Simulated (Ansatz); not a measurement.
**Worked example: CH2BrI + CHBr2I → CH2I2 + CHBr3**

Species: CH2BrI (bromoiodomethane) `BrCI`, singlet; CHBr2I (dibromoiodomethane) `BrC(Br)I`, singlet; CH2I2 (diiodomethane) `ICI`, singlet; CHBr3 `BrC(Br)Br`, singlet. The partners trade Br for I; both sit on C, so the bond types are kept.

Shapes, held fixed at every level: PBE0-D4/def2-TZVP. Programs: Ansatz 0.2.0. The zero-point and thermal change to 298 K, harmonic and unscaled (PBE0-D4/def2-TZVP), is -0.3 kJ/mol.

At CCSD(T)/def2-TZVPP; 1 Eh = 2625.50 kJ/mol:

```
species   energy (Eh)
 CH2BrI  -2909.076229
 CHBr2I  -5481.173576
  CH2I2   -633.508921
  CHBr3  -7756.741522
```

Work out ΔH(298 K) of the reaction at this level.


1. Products less reactants: (-633.508921) + (-7756.741522) − [(-2909.076229) + (-5481.173576)] = -0.000638 Eh = -1.7 kJ/mol.
2. With the thermal change: -1.7 + (-0.3) = -2.0 kJ/mol.

Other levels give -2.3 (CCSD/def2-SVP) to -1.2 kJ/mol (B3LYP-D4/def2-TZVPP). No measured value is set beside it here. For atoms past krypton def2 sets carry core potentials with scalar relativity. Relativity is left out for Br unless named. Correlated rows may include outer-core shells of Br, I, which these sets cover unevenly.
